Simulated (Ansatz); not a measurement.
GaH9O3Si3, SMILES `[SiH3][O][Ga]([O][SiH3])[O][SiH3]`, relaxed with RKS PBE0-D4/def2-TZVP in Ansatz from a PBE-D4/def2-SVP geometry. The force threshold is 0.005 eV/Å; the program also tests the step.

Total charge 0; spin multiplicity 1.

Start:

```xyz
16

Si   -3.091   -0.426   -0.682
O    -1.470   -0.110   -1.003
Ga    0.003   -0.011   -0.007
O    -0.098   -0.265    1.753
Si    1.009   -0.251    3.020
O     1.569    0.368   -0.763
Si    2.082    0.677   -2.336
H    -3.904    0.226   -1.767
H    -3.349   -1.911   -0.697
H    -3.510    0.127    0.656
H     1.537   -1.641    3.263
H     0.291    0.225    4.252
H     2.169    0.667    2.733
H     0.978    1.272   -3.172
H     3.228    1.647   -2.263
H     2.554   -0.596   -2.987
```

Task: By how much does the energy fall, and how many steps does the optimiser take? (An estimate is asked.)

Result: The calculation gave: 13.70 kJ/mol, in 30 steps, 1 of them rejected.

Task: Which bonds change most? (Best estimate.)

Result: Ansatz gave: Si1–O2 from 1.683 to 1.639 Å; O6–Si7 from 1.683 to 1.639 Å; O4–Si5 from 1.682 to 1.639 Å; O2–Ga3 from 1.781 to 1.758 Å.

Task: Give the relaxed structure. (Estimate.)

Result: The calculation gave: 
```xyz
16

Si   -3.061   -0.430   -0.684
O    -1.473   -0.122   -0.950
Ga    0.000    0.002    0.001
O    -0.054   -0.239    1.742
Si    1.002   -0.230    2.995
O     1.527    0.368   -0.788
Si    2.059    0.659   -2.311
H    -3.760   -0.394   -1.993
H    -3.245   -1.770   -0.065
H    -3.655    0.594    0.217
H     2.053   -1.267    2.809
H     0.242   -0.520    4.236
H     1.662    1.097    3.122
H     1.382    1.852   -2.889
H     3.521    0.909   -2.245
H     1.800   -0.509   -3.195
```
